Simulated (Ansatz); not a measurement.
A nudged elastic band was laid between two geometries of Br + FH5O4Ta (12 atoms, charge 0, multiplicity 1).

Level of theory: Ansatz, RKS PBE/def2-SVP.

```json
{"movable images": "9", "climbing image": "yes", "spring": "5.0 eV/Å²", "optimiser": "quadratic models (default)", "start path": "through a guess of the saddle point", "force threshold": "0.05 eV/Å", "iteration limit": "60", "end points": "relaxed"}
```

Image 0:

```xyz
12
Properties=species:S:1:pos:R:3
Ta -0.388 -0.261 0.126
O 1.653 0.433 0.400
H 2.172 -0.061 1.066
O 0.247 -1.382 1.577
H -0.277 -2.101 1.974
O -0.001 -0.770 -1.660
H 0.283 -0.321 -2.474
O -0.777 1.519 0.363
H -0.148 2.343 0.668
F -2.122 -1.008 0.272
Br 1.442 3.321 1.080
H 1.758 1.481 0.630
```

Image 10:

```xyz
12
Properties=species:S:1:pos:R:3
Ta -0.110 0.513 0.214
O 2.039 -0.518 0.132
H 2.150 -0.914 1.021
O 0.043 -0.118 2.057
H -0.213 -1.004 2.369
O 0.139 0.591 -1.683
H 0.353 -0.054 -2.378
O -1.737 1.476 0.350
H -2.218 1.751 1.151
F -0.703 -1.300 -0.085
Br 1.484 2.488 0.707
H 2.615 0.282 0.167
```

Question: Which bonds break or form, and what moves?

Answer: Bonds formed: Ta1–Br11. Br + FH5O4Ta becomes BrFH5O4Ta.

Question: What energy profile does the band end with?

Answer: It converged. The highest image is number 4 of 0 to 10, 29.7 kJ/mol above the first end and 58.3 kJ/mol above the last; the last end lies 28.5 kJ/mol below the first. A vibrational analysis at the climbing image gives one clearly imaginary mode, 118i cm⁻¹: a first-order saddle point.

```tsv
image	path coordinate (Å)	energy (kJ/mol)	Ta1–Br11 (Å)
0	0.00	0.0	4.13
1	0.64	1.6	4.10
2	1.28	4.8	4.01
3	1.92	16.6	3.81
4	2.56	29.7	3.48
5	3.22	12.0	3.04
6	3.88	-13.3	2.78
7	4.54	-23.3	2.68
8	5.20	-23.8	2.64
9	5.86	-24.5	2.60
10	6.52	-28.5	2.59
```

Question: What is the geometry of the highest image?

Answer: 
```xyz
12
Properties=species:S:1:pos:R:3
Ta -0.359 -0.123 0.187
O 1.830 -0.074 0.341
H 2.075 -0.376 1.244
O 0.125 -1.152 1.771
H -0.545 -1.447 2.416
O 0.090 0.064 -1.643
H 0.835 0.089 -2.266
O -1.204 1.404 0.844
H -0.598 2.221 0.713
F -1.825 -1.260 -0.123
Br 1.428 2.866 0.235
H 1.991 0.980 0.304
```

Question: What are the harmonic wavenumbers there?

Answer: 118i, 7i, 81, 128, 168, 198, 202, 219, 265, 276, 309, 367, 378, 455, 536, 588, 631, 656, 682, 713, 739, 759, 810, 959, 1450, 2218, 2852, 3638, 3734, 3800 cm⁻¹.

Run time: 14 min on 4 threads of Arm Neoverse V1, on a shared host, peak memory 0.28 GiB.
